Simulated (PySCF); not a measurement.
**Polarisability and C₆ of Br²⁺ (bromine, charge +2)**

[Ar] 3d10 4s2 4p3, high-spin 4S determinant. Computed with PySCF 2.14 in aug-cc-pVTZ-PP with one added diffuse shell each of s, d, f type with ECP10MDF (7s5p5d3f, 68 functions), with scalar relativity through the core potential. Coupled (time-dependent) response in atomic units; α is the mean over directions.

| method | mean α (bohr³) | C₆ (like pair) | S(−4) |
| --- | --- | --- | --- |
| UHF | 8.404 | 39.95 | 16.53 |
| PBE | 8.360 | 39.77 | 15.72 |
| PBE0 | 8.314 | 39.48 | 15.55 |
| CAM-B3LYP | 8.272 | 39.16 | 15.40 |

S(−4) is the Cauchy moment in α(ω) = α(0) + S(−4) ω² + …

α(iu) at PBE0:

```csv
u (hartree),α(iu) (bohr³)
0,8.314
0.0500,8.275
0.100,8.162
0.200,7.739
0.300,7.131
0.500,5.726
0.750,4.175
1.00,3.059
1.50,1.776
2.00,1.147
3.00,0.5955
5.00,0.2519
```

A single London oscillator, α(iu) = α/(1 + u²/ω²), gives C₆ = (3/4) ω α². Matching the computed C₆ needs ω = 4 × 39.48 / (3 × 8.314²) = 0.762 hartree.

For an ion, C₆ is the dispersion term alone; charge-induced terms of lower order in 1/R come first.

Energies and moments cover only the electrons outside the core potential.
